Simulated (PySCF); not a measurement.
2-bromofuran (C4H3BrO), SMILES c1ccoc1Br. Geometry optimised at PBE-D3(BJ)/def2-SVP.

Computed with PBE-D3(BJ)/def2-SVP run with PySCF.

Harmonic wavenumbers (cm⁻¹): 196, 260, 367, 596, 614, 704, 780, 853, 869, 896, 990, 1052, 1127, 1175, 1199, 1373, 1468, 1557, 3188, 3210, 3221. Rotational constants (GHz): 9.109, 1.321, 1.154; symmetry number 1.

Task: Work out the zero-point energy and the ideal-gas rigid-rotor harmonic-oscillator thermochemistry at 298.15 K and 1 atm.

Result: ZPE = ½ Σ hcν = ½ × 25697 cm⁻¹ = 36.74 kcal/mol. H − E(el) = 40.50 kcal/mol. Entropy in cal/(mol K): translation 40.87, rotation 27.54, vibration 7.16, total 75.57. G − E(el) = 17.97 kcal/mol. Cp = 19.90 cal/(mol K).
